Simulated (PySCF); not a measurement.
# What a mistake does to a calculation on AlGeH4O anion

Calculated results; nothing here was measured. The program is PySCF 2.14.0, an open-source quantum chemistry code, run on an isolated molecule that a program drew, which may never have been made. The molecule is AlGeH4O anion (charge -1, singlet), drawn as the SMILES string `[OH][AlH][GeH2-]`.

Each row is a Hartree-Fock (HF) and frozen-core CCSD(T) single point in the aug-cc-pV(D+d)Z basis, meant for a local HF minimum. Run 1 is clean. Each other run has one planted mistake out of seven kinds, and not every kind appears here: one electron removed, one electron added, multiplicity raised by two, geometry at a saddle point, minimal basis STO-3G, one bond length entered in bohr, all coordinates scaled. The reference is restricted for singlets and unrestricted otherwise, and also for a bond in bohr. Adding or removing an electron swaps singlet and doublet. Electrons count all cores. HOMO and LUMO are orbital energies over both spins, the gradient is its largest component, and the lowest frequency (negative if imaginary) is given only where the gradient is small. Bond lengths are over the 6 bonds as drawn. T1 is the CCSD diagnostic: over 0.02 (restricted) or 0.045 (unrestricted) a single reference is doubtful. Germanium has the aug-cc-pVDZ-PP basis, with a core potential (ECP10MDF) in place of its 10 inner electrons, and its 3s, 3p and 3d shells are frozen in CCSD(T).

Geometry of the clean run:
```xyz
7
AlGeH4O anion, angstrom
O     0.0908    0.4994    2.2540
Al   -1.0088    0.9165    0.9651
Ge   -0.7472    0.3965   -1.4578
H    -0.0381    0.9074    3.0912
H    -2.0692    1.9859    1.6026
H    -0.3007   -1.1250   -1.3573
H    -2.2963    0.1525   -1.7438
```

| run | electrons | basis functions | <S^2> | HOMO (eV) | LUMO (eV) | gradient (hartree/bohr) | lowest frequency (cm^-1) | mean bond (Å) | longest bond (Å) | T1 | HF (hartree) | CCSD(T) (hartree) | mistake |
|---|---|---|---|---|---|---|---|---|---|---|---|---|---|
| 1 | 58 | 123 | 0.000 | -2.19 | 2.97 | 9.9e-06 | 124 | 1.6659 | 2.492 | 0.0188 | -612.56164 | -613.00435 | no fault |
| 2 | 58 | 123 | 2.013 | 0.14 | 3.10 | 3.3e-02 | - | 1.6659 | 2.492 | 0.0227 | -612.49868 | -612.91887 | multiplicity raised by two |
| 3 | 58 | 123 | 0.000 | -2.38 | 3.00 | 3.6e-02 | - | 1.7325 | 2.592 | 0.0195 | -612.55466 | -613.00191 | all coordinates scaled |
| 4 | 57 | 123 | 0.769 | -9.62 | -0.54 | 3.2e-02 | - | 1.6659 | 2.492 | 0.0181 | -612.51678 | -612.92342 | one electron removed |
| 5 | 58 | 123 | 0.779 | -2.20 | 2.96 | 8.5e-03 | - | 1.9023 | 3.012 | 0.0641 | -612.48864 | -612.92325 | ? |
| 6 | 58 | 123 | 0.000 | -1.24 | 3.08 | 5.9e-05 | -332 | 1.6145 | 2.324 | 0.0155 | -612.55030 | -612.99007 | ? |

**Which mistake was planted in run 5, and what did it cost?**

The mean bond changes by a factor of 1.142 and the longest by 1.209, so the molecule wasn't scaled as a whole. A length L in bohr read as angstrom grows by (1/0.5292 - 1) L = 0.890 L. The 6 bonds together grew by 6 x 0.2364 = 1.418 Å, which gives L = 1.594 Å. That is the length of one of the Ge-H bonds, 1.594 Å in the clean geometry. So the mistake is: one bond length entered in bohr. Subtracting run 1 and multiplying by 627.51 kcal/mol a hartree, the energy moved by 45.8 kcal/mol in HF and 50.9 kcal/mol in CCSD(T).

**Which mistake was planted in run 6, and what did it cost?**

The gradient is small, so the point is stationary, but the lowest frequency is imaginary (-332 cm^-1). So the mistake is: geometry at a saddle point. Subtracting run 1 and multiplying by 627.51 kcal/mol a hartree, the energy moved by 7.1 kcal/mol in HF and 9.0 kcal/mol in CCSD(T).

Cautions from the logs. Run 2: the HOMO is above zero, so the electron isn't bound and the energy depends on the basis; run 5: T1 is over the limit, so its CCSD(T) energy is less reliable.
